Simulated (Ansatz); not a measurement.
This geometry of AlClH4OSi (8 atoms, charge 0, multiplicity 1) is a first-order saddle point.

The calculation used RKS revPBE-D4/def2-SVPD in Ansatz 0.2.0.

```xyz
8
Properties=species:S:1:pos:R:3
Al 0.393 0.011 -0.604
Cl 1.249 0.106 1.880
H 1.760 0.509 0.280
O -1.176 -0.659 -0.707
Si -2.720 -1.335 -0.757
H -2.796 -2.479 0.212
H -3.727 -0.283 -0.391
H -2.989 -1.831 -2.150
```

Question: Which two structures does it join? (They come from a converged band through this point; their orientation in space is the band's.)

Answer: Bonds broken: Al1–Cl2, Al1–H3. Bonds formed: Cl2–H3. AlClH4OSi becomes AlH3OSi + ClH.

Image 0:

```xyz
8
Properties=species:S:1:pos:R:3
Al 0.427 -0.053 0.035
Cl 0.518 0.012 2.164
H 1.647 0.442 -0.829
O -0.996 -0.652 -0.706
Si -2.554 -1.287 -0.717
H -2.624 -2.502 0.166
H -3.526 -0.252 -0.223
H -2.897 -1.669 -2.128
```

Image 8:

```xyz
8
Properties=species:S:1:pos:R:3
Al -0.092 -0.252 0.142
Cl 3.223 1.098 1.410
H 2.063 0.627 0.964
O -1.602 -0.882 -0.421
Si -3.072 -1.500 -0.963
H -3.353 -2.803 -0.269
H -4.170 -0.522 -0.655
H -3.003 -1.727 -2.447
```

Question: How far does it lie above each of them?

Answer: 2.57 eV above the first and 0.70 eV above the second. This is the barrier of this one path; another mechanism may lie lower. The orbitals stay closed-shell, which can raise the energy where a bond breaks towards radicals; this wasn't checked here.

Time of the run: 3.5 min on 4 threads of Arm Neoverse V1 (shared host), peak memory 0.18 GiB.
